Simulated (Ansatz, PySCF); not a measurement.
Three-fold rotor about Ge1–Ge2 in digermane (SMILES [GeH3][GeH3]); single points on GFN2-xTB geometries with the dihedral held.
Staggered geometry (60°) (charge 0, multiplicity 1):
```xyz
8

Ge    -1.17840     0.08699    -0.01129
Ge     1.18069    -0.05251    -0.02664
H     -1.82577    -0.74942    -1.07206
H     -1.68855     1.47811    -0.23136
H     -1.78768    -0.36316     1.28100
H      1.78997     0.39769    -1.31893
H      1.69072    -1.44366     0.19343
H      1.82803     0.78383     1.03418
```

Correlated levels freeze the cores. Filled d and f shells under p-block atoms count as core. CBS(a, b) extrapolates the correlation energy as X⁻³ and adds the Hartree–Fock energy of set b. MP2 and its Hartree–Fock in cc-pVQZ are density fitted. Rows in 6-31G* carry no dispersion term and start afresh at each structure (6-31G* with six Cartesian d functions); the Pople sets are all-electron and without relativity.

The values were computed with Ansatz (Gaussian orbitals); PySCF for 6-31G* rows. Each number belongs to the level named beside it.

Energies above the staggered point (kcal/mol):

| dihedral (°) | PBE/def2-TZVPP | B3LYP/6-31G* | MP2/CBS(cc-pVTZ, cc-pVQZ) + ΔCCSD(T)/cc-pVTZ |
|---|---|---|---|
| 0 | 0.571 | 0.546 | 0.673 |
| 20 | 0.428 | 0.409 | 0.500 |
| 40 | 0.142 | 0.136 | 0.164 |
| 60 | 0.000 | 0.000 | 0.000 |
| 80 | 0.142 | 0.136 | 0.163 |
| 100 | 0.427 | 0.409 | 0.499 |
| 120 | 0.571 | 0.546 | 0.673 |

Moments of inertia of the two ends about the bond: 5.733 and 5.733 u Å².

Fit V = V₃/2 (1 − cos 3φ) + V₆/2 (1 − cos 6φ), φ counted from the staggered point, and estimate the harmonic torsional frequency.


V₃ is the energy at φ = 60°; at φ = 20° (mean of both sides) V = 0.25 V₃ + 0.75 V₆. The reduced moment I₁I₂/(I₁ + I₂) = 2.867 u Å² gives F = 16.8576/I = 5.881 cm⁻¹ (a rough rule where the frame isn't a symmetric top). Near the minimum V = kφ²/2 with k = (9V₃ + 36V₆)/2, and ω = √(2Fk), with 1 kcal/mol = 349.755 cm⁻¹.
- PBE/def2-TZVPP: V₃ = 0.57, V₆ = -0.001 kcal/mol, k = 894 cm⁻¹/rad², ω = 103 cm⁻¹
- B3LYP/6-31G*: V₃ = 0.55, V₆ = -0.001 kcal/mol, k = 855 cm⁻¹/rad², ω = 100 cm⁻¹
- MP2/CBS(cc-pVTZ, cc-pVQZ) + ΔCCSD(T)/cc-pVTZ: V₃ = 0.67, V₆ = -0.006 kcal/mol, k = 1019 cm⁻¹/rad², ω = 109 cm⁻¹

Ansatz is a first-principles code.
